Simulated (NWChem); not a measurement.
System: C3H4S; SMILES C#CCS

```xyz
8

C      0.4825     2.3134     0.0000
C     -0.1300     1.2734     0.0000
C     -0.8514     0.0104     0.0000
S      0.3561    -1.4064     0.0000
H      1.0167     3.2359     0.0000
H     -1.4879    -0.0670    -0.8875
H     -1.4879    -0.0670     0.8875
H     -0.5838    -2.3784     0.0000
```
Atoms are numbered in this order, from 1.

Results from NWChem. All runs use the structure optimised with B3LYP/6-31G* (spherical d). Level: PBE/def2-SVP with COSMO at NWChem's default radii, gas-phase geometry; rows give the dielectric constant.

```tsv
dielectric constant	electrostatic solvation energy (kcal/mol)	dipole in solution (D)
1.5	-1.6	1.70
3.9	-3.8	1.95
7.6	-4.5	2.04
25.0	-5.1	2.11
37.5	-5.2	2.13
```
